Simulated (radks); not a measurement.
Q: The ruthenium ion Ru7+, 37 electrons, occupied as [Kr] 4d1. All-electron calculation, Dirac Kohn-Sham, PBE, spin-unpolarised, spherical densities, point nucleus; open shells are shared between the two j in proportion to 2j + 1. Program: a radial shooting solver on a logarithmic mesh with Libxc functionals. Some entries of the table are withheld. Estimate them.

orbital  occ.  eigenvalue (eV)  <1/r> (bohr^-1)  <r^2> (bohr^2)
1s1/2       2        -22039.83            45.88        0.001510
2s1/2       2        -3266.775            10.50         0.02495
2p1/2       2        -3027.149            10.47         0.01876
2p3/2       4        -2896.240            9.921         0.02011
3s1/2       2        -667.8154            3.630          0.1850
3p1/2       2        -574.9346            3.533          0.1816
3p3/2       4        -552.6367            3.400          0.1912
3d3/2       4        -388.5245              (1)          0.1735
3d5/2       6        -384.1665              (2)          0.1765
4s1/2       2        -181.6364            1.413           1.071
4p1/2       2        -152.4011              (3)           1.207
4p3/2       4        -148.4352              (4)           1.260
4d3/2     0.4        -102.0419            1.079           1.696
4d5/2     0.6        -101.4446            1.072           1.716

A: 
(1) 3d3/2 <1/r> (bohr^-1): 3.225
(2) 3d5/2 <1/r> (bohr^-1): 3.190
(3) 4p1/2 <1/r> (bohr^-1): 1.316
(4) 4p3/2 <1/r> (bohr^-1): 1.280
